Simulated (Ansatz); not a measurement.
`CC(C)[CH2][AlH2]` and `BCC(C)C` differ in one element.

Ansatz, PBE0-D4/def2-TZVP geometries, multiplicity 1. Each molecule was computed in one conformer, which needn't be the lowest.

| property | `CC(C)[CH2][AlH2]` |
| --- | --- |
| HOMO–LUMO gap (PBE/def2-TZVPP) / eV | 4.26 |
| size of the dipole moment (ωB97M-V/def2-TZVPP) / D | 0.86 |
| ideal-gas entropy at 298 K and 1 bar (rigid rotor, harmonic PBE0-D4/def2-TZVP) / J/(mol·K) | 363 |
| HOMO energy (ωB97M-V/def2-TZVPP) / eV | -9.74 |
| HOMO–LUMO gap (PBE0/def2-TZVPP) / eV | 6.26 |
| HOMO energy (PBE0/def2-TZVPP) / eV | -7.52 |

(1) Give the same properties after the change, and the shifts. (An estimate is asked.)

## Answers

(1) The calculation gave: 
```tsv
property	`BCC(C)C`	shift
HOMO–LUMO gap (PBE/def2-TZVPP) / eV	5.06	0.80
size of the dipole moment (ωB97M-V/def2-TZVPP) / D	0.66	-0.20
ideal-gas entropy at 298 K and 1 bar (rigid rotor, harmonic PBE0-D4/def2-TZVP) / J/(mol·K)	337	-26
HOMO energy (ωB97M-V/def2-TZVPP) / eV	-10.96	-1.22
HOMO–LUMO gap (PBE0/def2-TZVPP) / eV	7.45	1.19
HOMO energy (PBE0/def2-TZVPP) / eV	-8.66	-1.14
```

With PBE0 the HOMO falls by 1.14 eV and the LUMO rises by 0.05 eV, so the gap widens by about 1.19 eV. PBE moves the HOMO by -1.01 eV and ωB97M-V by -1.22 eV. Dipoles are sizes alone; their direction can turn.
